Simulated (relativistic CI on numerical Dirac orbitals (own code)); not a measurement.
## Co³⁺: 3s photoemission

Computed with this model: Dirac-Coulomb-Breit CI, separate exchange-only KLI orbitals for each configuration, QED by a radiative potential, multiplet model of photoemission in the sudden approximation, unscaled Slater integrals; configurations [Ar] 3d6 → [Ne] 3s 3p6 3d6; 300 K; Lorentzian 1.05 eV and Gaussian 0.6 eV FWHM. Energies are those of the free ion, without screening or charge transfer. The energies are binding energies and can lie tens of eV above those of solids. Without intra-shell correlation the exchange splitting of an s hole comes out too large, often by half or more. S is read from ⟨S²⟩ = S(S + 1).

Field parameters in Wybourne normalisation: Oh B⁴₀ = 21Dq, B⁴₄ = √(5/14) B⁴₀. The field is a parameter set, without covalency.

free ion: ground-state S = 2.00, centroid 160.16 eV. Peaks (eV, height): 154.8 (100), 168.2 (66).

Oh, 10Dq = 25900 cm⁻¹: ground-state S = 0.02, centroid 160.61 eV. Peaks (eV, height): 160.6 (100).

Strongest unbroadened transitions for Oh, 10Dq = 25900 cm⁻¹:

```csv
Energy (eV),Relative strength
155.85,0.0
159.30,4.0
160.21,0.0
160.65,100.0
167.40,0.2
```
